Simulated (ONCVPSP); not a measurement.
## Before and after: ONCV potential for gold (Au)

```json
{
  "Element": "gold",
  "Generator": "ONCVPSP 4.0.1",
  "Type": "optimised norm-conserving Vanderbilt (ONCV)",
  "Functional": "PBE",
  "Relativity": "fully relativistic",
  "Frozen core": "[Kr] 4d10 4f14",
  "Valence charge": "19",
  "Reference configuration": "5s2 5p6 5d10 6s1",
  "Partial waves": "5s+6s: rc 1.40 bohr, ncon 4, nbas 9, qcut 7.3 1/bohr, 3 projectors, debl 1 Ha; 5p: rc 1.85 bohr, ncon 4, nbas 8, qcut 8.7 1/bohr, 2 projectors, debl 1.1 Ha; 5d: rc 2.25 bohr, ncon 4, nbas 9, qcut 7.5 1/bohr, 2 projectors, debl 2.1 Ha",
  "Local potential": "polynomial inside 1.40 bohr (lpopt 5, dvloc0 0 Ha)",
  "Core correction": "polynomial model core, fcfact 0.7"
}
```

Open shells are filled in proportion to 2j + 1.

In the p channel the program set the typed energies aside and used -2.034, 0.250 Ha (j = l + 1/2; the other j can differ).

All-electron outer shells of the reference configuration (PBE, scalar-relativistic, ld1.x):

```tsv
shell	level (eV)	outermost node (bohr)	outermost maximum (bohr)
5s	-108.37	0.48	0.84
4f	-81.12	–	0.37
5p	-59.78	0.52	0.96
5d	-6.88	0.56	1.21
6s	-5.76	1.11	2.32
```

Change: d: rc 2.12.

Cutoffs: the cutoffs (Ha) at which the residual kinetic energy of the hardest occupied pseudo-wave falls to 1 and 0.1 mHa per electron; they do not see the model core or the augmentation charge, which bear on the density cutoff. Errors are all-electron minus pseudo energies relative to the spin-unpolarised reference configuration.

Problem. Predict the effect on cutoff, ghosts and configuration errors.

Solution. The potential gets neither clearly harder nor softer (24 Ha and 52 Ha → 24 Ha and 52 Ha); a bound ghost appears in d, which as a rule spoils a file; of the 4 tests that both files solve, the error grows in 1 and shrinks in 0 by more than 15 % and 0.3 meV (median size 4.8 → 5.8 meV).

| quantity | base | changed |
| --- | --- | --- |
| cutoff, loose | 24 Ha | 24 Ha |
| cutoff, tight | 52 Ha | 52 Ha |
| loose cutoff by channel | s 24 Ha, p 19 Ha, d 18 Ha | s 24 Ha, p 19 Ha, d 19 Ha |
| bound ghosts | none | d5/2 |
| GHOST(+) flags under 300 eV | none | none |
| error for 5s2 5p6 5d10 6s0, meV [ΔE 9.43 eV] | -1.0 | -1.1 |
| error for 5s2 5p6 5d9 6s0, meV [ΔE 30.66 eV] | -1.0 | +1.7 |
| error for 5s2 5p6 5d8 6s0, meV [ΔE 64.53 eV] | +8.7 | +9.9 |
| error for 5s1 5p6 5d10 6s1, meV [ΔE 115.05 eV] | -351 | -335 |
| s: phases at 1.42 bohr within 0.05 rad from the reference energy up to (Ha; the scan ends near 5) | to the end of the scan | to the end of the scan |
| p3/2: phases at 1.87 bohr within 0.05 rad from the reference energy up to (Ha; the scan ends near 5) | to the end of the scan | to the end of the scan |
| p1/2: phases at 1.87 bohr within 0.05 rad from the reference energy up to (Ha; the scan ends near 5) | to the end of the scan | to the end of the scan |
| rms error of d²Exc/dni dnj with the model core, mHa | 2.28 | 2.24 |

 A true bound ghost makes a file unfit for plane-wave use even where its test errors are small: the radial tests pick states by their node count and pass the ghost by.
